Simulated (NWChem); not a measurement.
System: hydrogen iodide (HI); SMILES I

```xyz
2

I      0.0000     0.0000     0.0520
H      0.0000     0.0000    -1.5652
```
Atoms are numbered in this order, from 1.

Coordinates come from a PBE0/def2-SVP optimisation. def2 effective core potentials on I; no spin-orbit coupling.

Q: List the 6 lowest vertical singlet excitations from LRC-wPBEh/def2-SVP with def2 effective core potentials on I, TDA (NWChem).

A: 
| state | energy (eV) | oscillator strength | leading excitation (squared amplitude) |
|---|---|---|---|
| S1 | 5.67 | 0.001 | HOMO → LUMO (0.99) |
| S2 | 5.67 | 0.001 | HOMO−1 → LUMO (0.99) |
| S3 | 11.13 | 0.977 | HOMO−2 → LUMO (0.92) |
| S4 | 13.25 | 0.407 | HOMO → LUMO+1 (0.97) |
| S5 | 13.25 | 0.407 | HOMO−1 → LUMO+1 (0.97) |
| S6 | 15.14 | 0.086 | HOMO → LUMO+2 (0.99) |
